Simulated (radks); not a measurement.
The numbers below are computed, except where a source is named.
Coulomb parameter of the 5d shell of the tantalum ion Ta3+ in the model configuration [Xe] 4f14 5d0.5 6p1.5, as a second difference U = [E(n + 0.5) + E(n - 0.5) - 2 E(n)] / (0.5)^2 with all orbitals relaxed. "Bare": the charge of the atom changes with n. "Screened": the 6p shell takes up the change at fixed total charge, which measures U(5d,5d) + U(6p,6p) - 2 U(5d,6p). Level of theory: scalar-relativistic Kohn-Sham, r2SCAN, spin-unpolarised, spherical densities, finite nucleus; meta-GGA in the generalised Kohn-Sham scheme; Fermi nuclear charge, rms radius 5.3507 fm (a radial shooting solver on a logarithmic mesh with Libxc functionals).

| case | configuration | E - E(n) (eV) |
|---|---|---|
| start | [Xe] 4f14 5d0.5 6p1.5 | 0.000 |
| bare +0.5 | [Xe] 4f14 5d1 6p1.5 | -15.566 |
| bare -0.5 | [Xe] 4f14 6p1.5 | 18.488 |
| screened +0.5 | [Xe] 4f14 5d1 6p1 | -5.536 |
| screened -0.5 | [Xe] 4f14 6p2 | 5.887 |

U(bare) = 11.688 eV, U(screened by 6p) = 1.403 eV, against the Slater integral F0(5d,5d) = 14.091 eV with frozen orbitals.
